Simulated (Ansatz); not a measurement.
Reactions of CH3ClMoOS (`[CH3][Mo](=[O])(=[S])[Cl]`).

Gas-phase electronic energies from Ansatz, PBE0-D4/def2-TZVP geometries. CBS: MP2 limit from def2 TZ/QZ plus the TZ coupled-cluster correction, frozen cores. This one scheme is used for every species. Functionals use def2-TZVPP. def2 core potentials past Kr. For Mo, Sn outer-core shells are correlated without core-valence functions, which leaves a few kJ/mol of doubt a bond. One conformer a species, not always the lowest.

```csv
reaction,CCSD(T)/CBS(def2) (kJ/mol)
`[CH3][Mo](=[O])(=[S])[Cl]` + `CB(F)CCl` → `[O]=[Mo]([F])(=[S])[Cl]` + `CB(C)CCl`,34
`[CH3][Mo](=[O])(=[S])[Cl]` + H–F → `[O]=[Mo]([F])(=[S])[Cl]` + CH₄,-108
`[CH3][Mo](=[O])(=[S])[Cl]` + `CCNN` → `[NH2][Mo](=[O])(=[S])[Cl]` + `CCNC`,?
`[CH3][Mo](=[O])(=[S])[Cl]` + `[OH][SnH2][SH]` → `[CH3][Mo](=[O])([OH])=[S]` + `[SH][SnH2][Cl]`,-33
```

Fill in the missing values. (Best estimate.)

The calculation gave: `[CH3][Mo](=[O])(=[S])[Cl]` + `CCNN` → `[NH2][Mo](=[O])(=[S])[Cl]` + `CCNC`: -171.3 kJ/mol.

Largest T1 diagnostic: 0.025, for `[CH3][Mo](=[O])([OH])=[S]`, so its coupled-cluster energy is less sure.
